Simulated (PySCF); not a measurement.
## Ionisation energy along the 25-electron series

Calculated with PySCF 2.14 and a two-component X2C-1e Hamiltonian (Gaussian nucleus, no Breit or QED terms), each ion in its own even-tempered basis scaled to its charge; GMP2 freezes [Ne] and drops the highest virtual spinors. Values in eV. NIST values: (m) measured, (s) semi-empirical, (t) theoretical.

```csv
ion,configuration,GHF (screened spin-orbit),NIST
As⁸⁺,[Ar] 3d7,213.70,213 ± 2.2 (t)
Se⁹⁺,[Ar] 3d7,255.61,255 ± 2.2 (t)
Br¹⁰⁺,[Ar] 3d7,307.59,301 ± 2.4 (t)
```

Between Z = 33 and Z = 35 the GHF (screened spin-orbit) value grows as Z to the power 6.19.
